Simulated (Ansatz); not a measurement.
Born–Oppenheimer molecular dynamics of H$_{4}$OSn (6 atoms, charge 0, multiplicity 1). It starts at the highest image of a converged band. Of that band: Beside the main top the profile has a ripple of under 15 meV (maxima at images 1, 4), which may be a very shallow well or noise. Neighbouring images differ by up to 1.6 eV, so the band resolves the path poorly. A vibrational analysis at the climbing image gives one clearly imaginary mode, 1248i cm⁻¹: a first-order saddle point.

Method: Ansatz 0.2.0, RKS B3LYP/def2-SVP.

```
ensemble                      : NVE (velocity Verlet)
time step                     : 0.5 fs
steps asked                   : 200
starting velocities drawn for : 300 K
seed                          : 5365
```

Frames 1 fs apart, positions in Å, forces in eV/Å.

Velocities at 85 fs (Å/ps):

```
Sn 1.22 0.09 1.56
O -4.23 0.32 -14.61
H -26.63 -44.06 6.68
H -25.83 17.10 -13.73
H -20.69 18.17 17.54
H -3.66 -6.80 37.69
```

```xyz
6
Properties=species:S:1:pos:R:3:forces:R:3 time_fs=85 energy_less_start_eV=-0.394 T=1064
Sn 0.200 0.022 -0.298 2.49 1.51 -1.90
O 0.739 0.218 1.685 -0.52 -0.84 -0.78
H 1.576 -0.288 1.563 -0.36 0.50 0.49
H 1.759 0.881 -0.777 -0.44 -0.76 0.18
H -0.451 1.129 -1.580 -0.77 -0.49 1.30
H 0.407 -1.508 -1.148 -0.39 0.07 0.72
6
Properties=species:S:1:pos:R:3:forces:R:3 time_fs=86 energy_less_start_eV=-0.469 T=1207
Sn 0.201 0.022 -0.297 2.26 1.65 -2.02
O 0.735 0.218 1.671 -0.48 -0.84 -0.52
H 1.547 -0.330 1.573 -0.34 0.51 0.49
H 1.732 0.895 -0.790 -0.31 -0.74 0.14
H -0.476 1.145 -1.556 -0.75 -0.57 1.30
H 0.402 -1.515 -1.107 -0.38 -0.01 0.60
6
Properties=species:S:1:pos:R:3:forces:R:3 time_fs=87 energy_less_start_eV=-0.570 T=1403
Sn 0.202 0.022 -0.296 2.01 1.73 -2.07
O 0.730 0.218 1.655 -0.53 -0.76 -0.22
H 1.516 -0.367 1.586 -0.22 0.44 0.47
H 1.701 0.901 -0.801 -0.14 -0.68 0.08
H -0.507 1.155 -1.520 -0.75 -0.61 1.26
H 0.392 -1.522 -1.060 -0.37 -0.12 0.48
6
Properties=species:S:1:pos:R:3:forces:R:3 time_fs=88 energy_less_start_eV=-0.690 T=1635
Sn 0.204 0.022 -0.294 1.74 1.73 -2.07
O 0.725 0.217 1.640 -0.62 -0.60 0.11
H 1.482 -0.399 1.604 -0.06 0.32 0.44
H 1.669 0.901 -0.812 0.06 -0.58 0.00
H -0.546 1.159 -1.471 -0.76 -0.61 1.18
H 0.380 -1.529 -1.009 -0.36 -0.25 0.35
6
Properties=species:S:1:pos:R:3:forces:R:3 time_fs=89 energy_less_start_eV=-0.819 T=1885
Sn 0.206 0.023 -0.293 1.45 1.64 -2.04
O 0.720 0.216 1.625 -0.67 -0.43 0.45
H 1.448 -0.429 1.627 0.06 0.19 0.42
H 1.637 0.896 -0.823 0.29 -0.46 -0.11
H -0.592 1.158 -1.412 -0.78 -0.57 1.06
H 0.363 -1.540 -0.954 -0.35 -0.37 0.23
6
Properties=species:S:1:pos:R:3:forces:R:3 time_fs=90 energy_less_start_eV=-0.952 T=2141
Sn 0.208 0.024 -0.293 1.15 1.44 -2.00
O 0.714 0.214 1.610 -0.60 -0.32 0.81
H 1.414 -0.457 1.653 0.08 0.13 0.39
H 1.609 0.886 -0.835 0.52 -0.31 -0.24
H -0.645 1.151 -1.342 -0.81 -0.49 0.92
H 0.344 -1.553 -0.897 -0.34 -0.45 0.13
6
Properties=species:S:1:pos:R:3:forces:R:3 time_fs=91 energy_less_start_eV=-1.085 T=2398
Sn 0.210 0.025 -0.292 0.88 1.14 -1.98
O 0.708 0.213 1.596 -0.41 -0.31 1.19
H 1.381 -0.483 1.683 -0.02 0.19 0.34
H 1.585 0.873 -0.849 0.72 -0.16 -0.38
H -0.707 1.140 -1.263 -0.83 -0.39 0.77
H 0.321 -1.571 -0.839 -0.34 -0.46 0.05
6
Properties=species:S:1:pos:R:3:forces:R:3 time_fs=92 energy_less_start_eV=-1.216 T=2651
Sn 0.212 0.025 -0.292 0.63 0.78 -2.01
O 0.701 0.211 1.582 -0.13 -0.38 1.60
H 1.347 -0.507 1.716 -0.19 0.33 0.27
H 1.568 0.859 -0.867 0.84 -0.04 -0.50
H -0.776 1.124 -1.177 -0.82 -0.30 0.64
H 0.295 -1.594 -0.781 -0.33 -0.39 0.00
6
Properties=species:S:1:pos:R:3:forces:R:3 time_fs=93 energy_less_start_eV=-1.344 T=2899
Sn 0.214 0.026 -0.291 0.40 0.42 -2.11
O 0.695 0.209 1.569 0.15 -0.44 2.03
H 1.312 -0.529 1.752 -0.34 0.48 0.16
H 1.559 0.844 -0.889 0.85 0.03 -0.58
H -0.853 1.106 -1.085 -0.75 -0.25 0.54
H 0.266 -1.620 -0.722 -0.31 -0.24 -0.04
6
Properties=species:S:1:pos:R:3:forces:R:3 time_fs=94 energy_less_start_eV=-1.464 T=3131
Sn 0.216 0.028 -0.291 0.18 0.12 -2.28
O 0.689 0.206 1.558 0.36 -0.44 2.43
H 1.274 -0.545 1.790 -0.41 0.57 0.06
H 1.558 0.829 -0.917 0.74 0.05 -0.60
H -0.937 1.085 -0.988 -0.58 -0.26 0.47
H 0.234 -1.648 -0.664 -0.29 -0.04 -0.08
6
Properties=species:S:1:pos:R:3:forces:R:3 time_fs=95 energy_less_start_eV=-1.565 T=3326
Sn 0.218 0.029 -0.291 -0.07 -0.08 -2.49
O 0.682 0.204 1.548 0.49 -0.31 2.77
H 1.231 -0.557 1.828 -0.39 0.53 -0.01
H 1.564 0.815 -0.951 0.51 0.00 -0.56
H -1.027 1.062 -0.886 -0.31 -0.33 0.42
H 0.200 -1.677 -0.607 -0.24 0.19 -0.12
6
Properties=species:S:1:pos:R:3:forces:R:3 time_fs=96 energy_less_start_eV=-1.630 T=3450
Sn 0.221 0.029 -0.291 -0.36 -0.21 -2.68
O 0.676 0.201 1.539 0.53 -0.08 3.00
H 1.185 -0.563 1.866 -0.28 0.38 -0.03
H 1.575 0.800 -0.990 0.23 -0.07 -0.47
H -1.119 1.036 -0.780 0.06 -0.44 0.36
H 0.163 -1.704 -0.550 -0.18 0.40 -0.18
```

Of the whole run (100 fs, mean temperature of the second half 2264 K): The conserved energy stayed within 0.21 meV per atom of its start (net change -0.1 meV per atom), so the integration is sound. The kinetic energy rose, since the run started high on the potential surface and went downhill. A run of 0.1 ps of so small a system gives no equilibrium averages. The orbitals stay closed-shell, which can raise the energy where a bond breaks towards radicals; this wasn't checked here.

The run took 5.4 min on 1 thread of Arm Neoverse V2, with other jobs on the host, peak memory 0.11 GiB.
